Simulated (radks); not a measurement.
Task: These are the eigenvalues of the occupied orbitals of an atom or ion with whole-number occupations (hartree). All-electron calculation, scalar-relativistic Kohn-Sham, SCAN, spin-polarised, spherical densities, finite nucleus; meta-GGA in the generalised Kohn-Sham scheme; Fermi nuclear charge, rms radius of each element as measured or else 0.836 A^(1/3) + 0.57 fm. Program: a radial shooting solver on a logarithmic mesh with Libxc functionals.

1s up: -2816.092
1s down: -2816.079
2s up: -506.6348
2s down: -506.6220
2p up: -442.1433
2p down: -442.1307
3s up: -130.8564
3s down: -130.7888
3p up: -111.8804
3p down: -111.8068
3d up: -90.95775
3d down: -90.89324
4s up: -39.99887
4s down: -39.86238
4p up: -33.67492
4p down: -33.54211
4d up: -25.87957
4d down: -25.74017
4f up: -17.20317
4f down: -17.04628
5s up: -16.83600

Which element is it, and in what charge state? The configuration may be excited. Open shells, if any, are filled with parallel spins first.

Result: Z = 77, iridium, charge +18: Ir18+ in [Kr] 4d10 4f12 5s1. The list shows which subshells hold electrons but not how many an open one holds; the 1s level, -2816.1 hartree, gives Z - s = 75.0 by -(Z - s)^2/2, which with screening and relativity narrows Z to a few neighbours, and the depths of the outer levels then fix element, charge and occupations together.
